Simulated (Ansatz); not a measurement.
Isomers of FGeH7Si2, relaxed with PBE0-D4/def2-TZVP in Ansatz; electronic energies, one conformer each and not always the lowest. Functionals use def2-TZVPP; CBS adds triple-zeta CCSD(T) − MP2 to the MP2 limit of def2-TZVPP and def2-QZVPP.

Outer-core shells of Ge are correlated without core-valence functions. Scalar relativity is left out up to krypton. Spin–orbit coupling is left out.

(1) Order them by energy at frozen-core CCSD(T)/CBS, lowest first. (An estimate is asked.)
A. `F[SiH2][GeH2][SiH3]`
B. `[F][GeH2][SiH2][SiH3]`
C. `F[SiH]([SiH3])[GeH3]`

(2) How do ωB97M-V, MP2/CBS(def2), B3LYP, B3LYP-D4 place them (kJ/mol, against `F[SiH2][GeH2][SiH3]`)? (Best estimate.)

Answers

(1) A (0.0 kJ/mol), C (24.9 kJ/mol), B (88.0 kJ/mol).

(2) Ansatz gave: 
| isomer | ωB97M-V | MP2/CBS(def2) | B3LYP | B3LYP-D4 |
| --- | --- | --- | --- | --- |
| `F[SiH]([SiH3])[GeH3]` | 24.7 | 29.1 | 22.5 | 21.8 |
| `[F][GeH2][SiH2][SiH3]` | 84.3 | 93.0 | 81.4 | 80.7 |

B3LYP here is the variant with VWN-RPA as its local correlation; programs differ in this.
